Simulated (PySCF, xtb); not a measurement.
BI₂, SMILES [B+](I)I, charge +1.

GFN2-xTB run with xtb at its own geometry gives an orbital gap of 3.77 eV.

The structure is a stationary point at B3LYP-D3(BJ)/def2-TZVP. The def2 effective core potentials stand for the cores of I; spin–orbit coupling is left out.

Question: What does PySCF with PBE/def2-TZVPD give? (The exact figures need the calculation; the answer reports its results.)

Answer: gap 4.04 eV (levels -12.65 and -8.61 eV).
